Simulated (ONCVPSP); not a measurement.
# u(r) = r·R(r): atom against pseudo-atom (Ca)

Columns: radius, all-electron u(r) and pseudo u(r) of the 3p shell (level -38.88 eV) of calcium in the configuration [Ne] 3s2 3p6 4s0.5; LDA (Perdew-Zunger), scalar-relativistic, ONCV scheme, ONCVPSP 4.0.1.

| r (bohr) | all-electron | pseudo |
| --- | --- | --- |
| 0.090 | -0.2897 | 0.0188 |
| 0.180 | -0.4780 | 0.0735 |
| 0.270 | -0.4039 | 0.1597 |
| 0.360 | -0.1795 | 0.2703 |
| 0.450 | 0.0926 | 0.3963 |
| 0.540 | 0.3512 | 0.5269 |
| 0.630 | 0.5678 | 0.6517 |
| 0.720 | 0.7326 | 0.7611 |
| 0.810 | 0.8466 | 0.8478 |
| 0.900 | 0.9157 | 0.9075 |
| 0.990 | 0.9477 | 0.9394 |
| 1.080 | 0.9507 | 0.9454 |
| 1.170 | 0.9320 | 0.9296 |
| 1.260 | 0.8977 | 0.8970 |
| 1.350 | 0.8528 | 0.8527 |
| 1.440 | 0.8014 | 0.8014 |
| 1.530 | 0.7464 | 0.7464 |
| 1.620 | 0.6901 | 0.6901 |
| 1.710 | 0.6341 | 0.6341 |
| 1.800 | 0.5797 | 0.5796 |
| 1.890 | 0.5275 | 0.5275 |
| 1.980 | 0.4782 | 0.4781 |
| 2.070 | 0.4320 | 0.4320 |
| 2.160 | 0.3892 | 0.3891 |
| 2.250 | 0.3496 | 0.3496 |
| 2.340 | 0.3134 | 0.3134 |

How many radial nodes do the two functions have?

The all-electron 3p function has n − l − 1 = 1; the pseudo-wave has 0, since the states of the same l below it are removed with the core.

At about which radius was the pseudo-wave matched?

1.45 bohr. The columns agree to 0.0005 from 1.35 bohr on; several derivatives are matched, so the curves merge somewhat inside the radius.

Is the pseudo-wave norm-conserving?

Yes: the ONCV scheme keeps the norm inside the radius equal to the all-electron one, which fixes the energy derivative of the logarithmic derivative at the level.
